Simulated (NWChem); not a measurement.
System: C4H4O2; SMILES c1occc1O

Input file for NWChem:

```
start job
memory heap 200 mb stack 900 mb global 1100 mb
geometry units angstroms noautoz
  O     -0.113323    -2.065981     0.000000
  C     -0.031738    -0.720793     0.000000
  C      1.142581     0.099214     0.000000
  C      0.686297     1.385289     0.000000
  O     -0.651833     1.415385     0.000000
  C     -1.098194     0.135368     0.000000
  H      0.774795    -2.433990     0.000000
  H      2.181740    -0.225709     0.000000
  H      1.194502     2.346478     0.000000
  H     -2.171905    -0.021268     0.000000
end
basis spherical
  * library 6-31g*
end
dft
  xc b3lyp
  iterations 150
  mulliken
end
task dft energy
```

All runs use the structure optimised with PBE0/def2-SVP.

Task: What results follow from this input? (B3LYP/6-31G* (spherical d).) Quantities: energy (Ha); highest occupied level (eV); orbital gap (eV); dipole (D).

Result: 
```json
{
  "energy (Ha)": "-305.22",
  "highest occupied level (eV)": "-5.60",
  "orbital gap (eV)": "6.27",
  "dipole (D)": "2.03"
}
```
